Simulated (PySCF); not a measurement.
CHCl2NO2Si, SMILES O=C=N[Si](O)(Cl)Cl. Geometry optimised at PBE-D3(BJ)/def2-SVP. The structure was generated by enumeration, and PubChem lists no compound with its InChIKey, so it may never have been made. Other conformers were not sampled.

Computed equilibrium geometry at PBE-D3(BJ)/def2-SVP (PySCF confirms it by a frequency run) as a Z-matrix (one conformer of several):
```
Si
O 1 1.6514
H 2 0.9739 1 115.90
N 1 1.7109 2 111.44 3 -64.18
C 4 1.2126 1 165.79 2 -162.35
O 5 1.1783 1 173.53 2 -161.66
Cl 1 2.0470 2 106.30 3 176.15
Cl 1 2.0623 2 111.45 3 56.01
```
Charge 0, spin multiplicity 1.
